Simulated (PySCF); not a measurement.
## How methods differ on the excitation energy of Br

Br [Ar] 3d10 4s2 4p5 (2P) → Br [Ar] 3d10 4s1 4p6 (2S), as a difference of total energies. Computed with PySCF 2.14 in aug-cc-pVTZ-DK, with scalar relativity by spin-free X2C-1e. Correlated levels: valence: [Ar] 3d10 frozen. The calculations carry no spin-orbit coupling.

```json
{"method": "UHF", "excitation energy (cm⁻¹)": "121980"}
{"method": "MP2 (valence)", "excitation energy (cm⁻¹)": "105480"}
{"method": "SCS-MP2 (valence)", "excitation energy (cm⁻¹)": "103660"}
{"method": "CCSD (valence)", "excitation energy (cm⁻¹)": "92750"}
{"method": "CCSD(T) (valence)", "excitation energy (cm⁻¹)": "83123"}
```

The upper state lies above the first ionisation limit, where it may autoionise and the basis confines it.

The coupled-cluster amplitudes are large for the upper state (T1 above 0.03 or a double amplitude above 0.15), so a single reference is strained.
